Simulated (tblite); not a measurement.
C4H5F2N2Si (doublet state).
Cartesian coordinates in Å at the GFN2-xTB level; atoms count from 1:
```xyz
14
C4H5F2N2Si angstrom
N      3.443    1.584   -0.319
C      2.767    0.661   -0.282
Si     1.684   -0.860   -0.189
C      0.027   -0.278    0.584
C     -0.913    0.236   -0.493
F     -1.260   -0.793   -1.338
F     -0.253    1.112   -1.311
C     -2.095    0.890    0.112
N     -3.086    0.335    0.586
H      1.502   -1.386   -1.536
H      2.318   -1.783    0.755
H     -0.480   -1.097    1.092
H      0.186    0.520    1.310
H     -3.842    0.859    1.007
```

Structure optimised with GFN2-xTB, isolated species. This method treats the open shell by occupation alone, without spin polarisation.

Take the most abundant isotopes and a rigid rotor. The values belong to one conformer with, in the numbering `[H]/[N:9]=[C:8]/[C:5]([CH2:4][SiH2:3][C:2]#[N:1])([F:6])[F:7]`, C2–Si3–C4–C5 87°, Si3–C4–C5–F6 65°, C4–C5–C8–N9 -79°.

(1) What are A, B and C (GHz)?

(2) Classify the top.

(3) Is it planar, by Δ = Ic − Ia − Ib?

(4) Give the other two planar moments, Paa and Pbb, and the rms extents of the mass along the axes.

(5) List the rotational levels J(Ka,Kc) to J = 3 (MHz).

(6) Estimate the classical rotational partition function at 10 K, 298.15 K and 500 K.

Results:

(1) Ia = 183.04, Ib = 657.16, Ic = 697.78 u·Å²; 505379 MHz·u·Å²/I gives 2761, 769.0 and 724.3 MHz, that is A = 2.7610, B = 0.7690, C = 0.7243 GHz.

(2) A near-prolate asymmetric top. Ray's parameter κ = (2B − A − C)/(A − C) = -0.956; −1 is the prolate and +1 the oblate limit.

(3) Not planar: Δ = Ic − Ia − Ib = -142.42 u·Å². For a rigid frame Δ = −2 Σ m c², so Σ m c² = 71.21 u·Å² lies off the ab plane: 8.93 from hydrogen and 62.28 from heavier atoms. The atom farthest from that plane is 1.67 Å away.

(4) Paa = Σ m a² = (Ib + Ic − Ia)/2 = 585.95 and Pbb = Σ m b² = (Ia + Ic − Ib)/2 = 111.83 u·Å². With the mass M = 147.02 u, the rms extents √(P/M) along a, b and c are 2.00, 0.87, 0.70 Å.

(5) Above 0(0,0):
J = 1: 1(0,1) 1493, 1(1,1) 3485, 1(1,0) 3530
J = 2: 2(0,2) 4479, 2(1,2) 6427, 2(1,1) 6561, 2(2,1) 12537, 2(2,0) 12538
J = 3: 3(0,3) 8956, 3(1,3) 10839, 3(1,2) 11108, 3(2,2) 17017, 3(2,1) 17021, 3(3,1) 27090, 3(3,0) 27090
The levels of one J sum to (2J + 1)J(J + 1)(A + B + C)/3.

(6) Point group C1, symmetry number σ = 1; q = (√π/σ)·√((kT/h)³/(ABC)), k/h = 20836.6 MHz/K: 4300 at 10 K, 700000 at 298.15 K, 1520000 at 500 K.

For this open shell read J as N, the rotation without spin; fine and hyperfine splittings come on top. Its GFN2-xTB frequencies are all real (lowest 26 cm⁻¹). These are rigid-rotor constants of the computed structure; measured ground-state constants (B0) also hold zero-point vibration.
